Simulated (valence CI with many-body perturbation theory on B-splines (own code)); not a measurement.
**E1 line list for Sn I**

Computed by configuration interaction combined with many-body perturbation theory (CI+MBPT): four valence electrons over a frozen Dirac-Fock core [Kr] 4d10, radial functions for each j: 11 s, 11 p, 10 d, 8 f, 5 g, 2 h, with the one-electron correlation potential Σ1, the two-electron term Σ2, the three-electron term Σ3, Breit, model QED; selected CI, second order for the rest, scaled by the run's own slope (own B-spline code, finite nucleus).

Against 31 measured levels this calculation errs by 59 cm⁻¹ on average and by 363 at most. These come from a selection out of the NIST Handbook of Basic Atomic Spectroscopic Data. Levels without a partner in it may be off by more. Among the levels kept, up to 570 cm⁻¹ of a level comes from second order outside the variational space, and about a tenth of that is noise between levels of different J, which matters for small intervals.

Lines 1 to 50 of 353 in falling wavelength, among levels below 56696 cm⁻¹, chosen from the strongest by gf and those to the six lowest levels. Wavelengths and rates use the calculated energies, so an error of 60 cm⁻¹ moves a line at 48430 Å by 2.9 % and its rate by three times that or more. Electric multipoles are in the length gauge, E1 and E2 with the static RPA response of the core. Weak lines are less certain than strong ones. Lines between different terms over intervals too small for the method are left out, as are lines whose strength nearly cancels. Where a level lies close to another of its J and parity, the split of strength between their lines is uncertain. The highest levels of a list are the least certain.

Levels are named by their leading jj configuration (3d3/2^4 stands for four electrons in 3d with j = 3/2), which in mixed levels can hold well under half, so a name can repeat and another be missing. Letters in brackets count levels of one name in rising energy.

```
λ vac (Å)  λ from measured levels                       Upper                       Lower   A (s⁻¹)  S (a.u.)
    48430                   48410      (5s^2 5p3/2 5d5/2) J=2      (5s^2 5p3/2 6p3/2) J=1  5.11e+04  1.43e+01
    47190                              (5s^2 5p3/2 7p1/2) J=2         (5s^2 5p1/2 8s) J=1  7.25e+04  1.88e+01
    46790                              (4f5/2 5s^2 5p1/2) J=2      (5s^2 5p3/2 5d5/2) J=1  5.76e+05  1.46e+02
    45770                                 (5s^2 5p1/2 8s) J=0      (5s^2 5p1/2 7p1/2) J=1  1.16e+06  5.47e+01
    45020                            (5s^2 5p1/2 10s) J=1 [b]      (5s^2 5p1/2 8p3/2) J=2  1.34e+05  1.81e+01
    44320                              (5s^2 5p3/2 7p3/2) J=1         (5s^2 5p3/2 7s) J=1  1.66e+06  2.14e+02
    43850                              (4f7/2 5s^2 5p1/2) J=4      (5s^2 5p3/2 5d3/2) J=3  8.34e+05  3.12e+02
    43610                              (5s^2 5p1/2 7d3/2) J=1      (5s^2 5p1/2 7p1/2) J=0  8.55e+05  1.05e+02
    43410                              (4f5/2 5s^2 5p1/2) J=3      (5s^2 5p3/2 5d3/2) J=3  5.60e+04  1.58e+01
    43360                              (5s^2 5p1/2 7p3/2) J=1      (5s^2 5p3/2 5d5/2) J=2  1.28e+05  1.54e+01
    43150                              (4f7/2 5s^2 5p1/2) J=3      (5s^2 5p3/2 5d3/2) J=3  4.83e+04  1.34e+01
    43120                   43100      (5s^2 5p3/2 5d5/2) J=1      (5s^2 5p3/2 6p1/2) J=1  1.26e+05  1.50e+01
    43030                                 (5s^2 5p1/2 8s) J=1      (5s^2 5p1/2 7p1/2) J=1  8.09e+05  9.54e+01
    42570                              (5s^2 5p1/2 8p3/2) J=2      (5s^2 5p1/2 6d5/2) J=3  1.82e+05  3.47e+01
    42430                          (5s^2 5p1/2 7d5/2) J=3 [b]      (4f7/2 5s^2 5p1/2) J=4  6.26e+04  1.65e+01
    41800                            (5s^2 5p1/2 10s) J=1 [b]      (5s^2 5p1/2 8p1/2) J=1  1.73e+05  1.87e+01
    41180                              (5s^2 5p1/2 5f7/2) J=3         (5s^2 5p3/2 7s) J=2  5.19e+04  1.25e+01
    41110                              (5s^2 5p1/2 5g9/2) J=4      (4f7/2 5s^2 5p1/2) J=3  3.73e+06  1.15e+03
    41100                              (5s^2 5p3/2 7p3/2) J=2         (5s^2 5p1/2 8s) J=1  2.56e+05  4.39e+01
    40850                              (5s^2 5p1/2 5g7/2) J=3      (4f5/2 5s^2 5p1/2) J=2  3.61e+06  8.50e+02
    40830                              (5s^2 5p1/2 5g7/2) J=4      (4f5/2 5s^2 5p1/2) J=3  3.81e+06  1.15e+03
    40820                              (5s^2 5p1/2 5g9/2) J=5      (4f7/2 5s^2 5p1/2) J=4  3.97e+06  1.47e+03
    40800                              (5s^2 5p1/2 5g7/2) J=3      (4f7/2 5s^2 5p1/2) J=3  1.49e+05  3.50e+01
    40660                              (5s^2 5p3/2 7p1/2) J=2         (5s^2 5p3/2 7s) J=1  1.12e+05  1.86e+01
    40570                              (5s^2 5p1/2 5g7/2) J=3      (4f5/2 5s^2 5p1/2) J=3  1.64e+05  3.78e+01
    40490                              (5s^2 5p1/2 5g9/2) J=4      (4f7/2 5s^2 5p1/2) J=4  1.40e+05  4.14e+01
    40450                              (5s^2 5p1/2 5g7/2) J=4      (4f7/2 5s^2 5p1/2) J=4  1.14e+05  3.36e+01
    40250                              (5s^2 5p1/2 9d5/2) J=2      (5s^2 5p1/2 8p3/2) J=1  2.10e+05  3.37e+01
    40250                              (5s^2 5p1/2 7p1/2) J=1         (5s^2 5p1/2 7s) J=1  1.40e+06  1.35e+02
    39820                          (5s^2 5p1/2 7d5/2) J=2 [a]      (5s^2 5p1/2 7p3/2) J=2  8.81e+04  1.37e+01
    39520                              (5s^2 5p3/2 7p3/2) J=1         (5s^2 5p3/2 7s) J=2  2.33e+05  2.13e+01
    39370                              (5s^2 5p1/2 7p1/2) J=1         (5s^2 5p1/2 7s) J=0  8.15e+05  7.36e+01
    39200                              (5s^2 5p1/2 7d3/2) J=1      (5s^2 5p1/2 7p3/2) J=1  3.51e+05  3.13e+01
    39130                              (5s^2 5p1/2 9d3/2) J=1      (5s^2 5p1/2 8p1/2) J=0  2.75e+05  2.44e+01
    38850                          (5s^2 5p1/2 7d5/2) J=2 [a]      (5s^2 5p1/2 7p3/2) J=1  2.02e+06  2.92e+02
    37960                              (5s^2 5p3/2 7p1/2) J=1         (5s^2 5p3/2 7s) J=1  1.48e+05  1.20e+01
    37670                              (4f7/2 5s^2 5p3/2) J=4  (5s^2 5p1/2 7d5/2) J=3 [a]  1.06e+06  2.51e+02
    37250                          (5s^2 5p1/2 7d5/2) J=3 [a]      (5s^2 5p1/2 7p3/2) J=2  1.29e+06  2.30e+02
    37210                              (5s^2 5p3/2 7p3/2) J=3         (5s^2 5p3/2 7s) J=2  2.54e+06  4.53e+02
    37020                   37610      (5s^2 5p3/2 5d3/2) J=3      (5s^2 5p3/2 6p1/2) J=2  3.52e+05  6.18e+01
    36590                              (5s^2 5p3/2 7p1/2) J=2         (5s^2 5p3/2 7s) J=2  2.57e+06  3.10e+02
    36100                              (4f7/2 5s^2 5p3/2) J=3  (5s^2 5p1/2 7d5/2) J=3 [a]  3.90e+05  6.34e+01
    36060                              (5s^2 5p3/2 7p3/2) J=2         (5s^2 5p3/2 7s) J=1  1.50e+06  1.74e+02
    35490                              (5s^2 5p1/2 8p1/2) J=1      (5s^2 5p1/2 6d3/2) J=2  2.04e+05  1.35e+01
    35150                              (5s^2 5p1/2 7p3/2) J=1         (5s^2 5p1/2 7s) J=1  9.54e+05  6.14e+01
    35060                              (4f5/2 5s^2 5p3/2) J=3  (5s^2 5p1/2 7d5/2) J=2 [a]  3.66e+05  5.45e+01
    34710                              (5s^2 5p1/2 9p3/2) J=2         (5s^2 5p1/2 8s) J=1  2.35e+05  2.43e+01
    34480                              (5s^2 5p1/2 7p3/2) J=1         (5s^2 5p1/2 7s) J=0  2.14e+06  1.30e+02
    34390                              (5s^2 5p1/2 7p3/2) J=2         (5s^2 5p1/2 7s) J=1  3.10e+06  3.12e+02
    34390                              (5s^2 5p3/2 7p1/2) J=1         (5s^2 5p3/2 7s) J=2  2.60e+06  1.57e+02
```
